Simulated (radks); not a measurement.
Problem. Species: the chromium ion Cr8+. Configuration: [Ne] 3s2 3p(1/2: 1, 3/2: 3). Method: Dirac Kohn-Sham, relativistic LDA (MacDonald-Vosko exchange, VWN5 correlation), spin-unpolarised, spherical densities, finite nucleus; Fermi nuclear charge, rms radius 3.6452 fm; computed with a radial shooting solver on a logarithmic mesh with Libxc functionals. Some entries of the table are withheld. Estimate them.

orbital,occ.,eigenvalue (eV),<r> (bohr)
1s1/2,2,-6034.301,(1)
2s1/2,2,(2),(3)
2p1/2,2,(4),0.2573
2p3/2,4,(5),0.2602
3s1/2,2,-229.4606,0.8170
3p1/2,1,-200.4238,0.8259
3p3/2,3,-199.0106,0.8313

Solution. 
(1) 1s1/2 <r> (bohr): 0.06376
(2) 2s1/2 eigenvalue (eV): -845.6912
(3) 2s1/2 <r> (bohr): 0.2930
(4) 2p1/2 eigenvalue (eV): -747.4756
(5) 2p3/2 eigenvalue (eV): -738.8311
